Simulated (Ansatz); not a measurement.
`NB(O)CF` + `OC[SiH2][SiH3]` → `NB(O)CO` + `FC[SiH2][SiH3]`  (redistribution)

Isolated molecules relaxed with PBE0-D4/def2-TZVP in Ansatz; ΔE leaves out vibrations. CCSD(T)/CBS is the MP2 limit (def2-TZVPP, def2-QZVPP) plus CCSD(T) − MP2 in def2-TZVPP, frozen cores. Functionals use def2-TZVPP. Each species was taken in one conformer, which may not be the lowest.

```json
{"level": "PBE0", "ΔE (kcal/mol)": "1.9"}
{"level": "HF/def2-TZVPP", "ΔE (kcal/mol)": "1.9"}
{"level": "MP2/def2-TZVPP", "ΔE (kcal/mol)": "2.1"}
{"level": "SCS-MP2/def2-TZVPP", "ΔE (kcal/mol)": "2.1"}
{"level": "CCSD/def2-TZVPP", "ΔE (kcal/mol)": "1.9"}
{"level": "MP2/def2-QZVPP", "ΔE (kcal/mol)": "1.9"}
{"level": "SCS-MP2/def2-QZVPP", "ΔE (kcal/mol)": "1.9"}
{"level": "HF/CBS(def2)", "ΔE (kcal/mol)": "1.8"}
```

Question: What does CCSD(T)/CBS give? (Estimate.)

Answer: Ansatz gave: +1.7 kcal/mol. The listed levels differ from it by 0.2, 0.2, 0.4, 0.4, 0.2, 0.2, 0.2, 0.1 kcal/mol.

Largest T1 diagnostic among the species: 0.012.
